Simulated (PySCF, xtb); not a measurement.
CH10N2Si3, SMILES N[Si@@]1([SiH3])NC[SiH2]1.

GFN2-xTB (xtb) at its own geometry gives an orbital gap of 3.24 eV and a dipole moment of 1.35 D.

The structure is a stationary point at PBE0-D3(BJ)/def2-SVP. The structure was generated by enumeration; whether it is a known compound was not checked. One conformer was computed; it need not be the lowest.

Problem. What does PBE/def2-TZVP run with PySCF give? (The exact figures need the calculation; the answer reports its results.)

Solution. gap 4.24 eV (levels -5.22 and -0.98 eV), dipole 1.55 D.
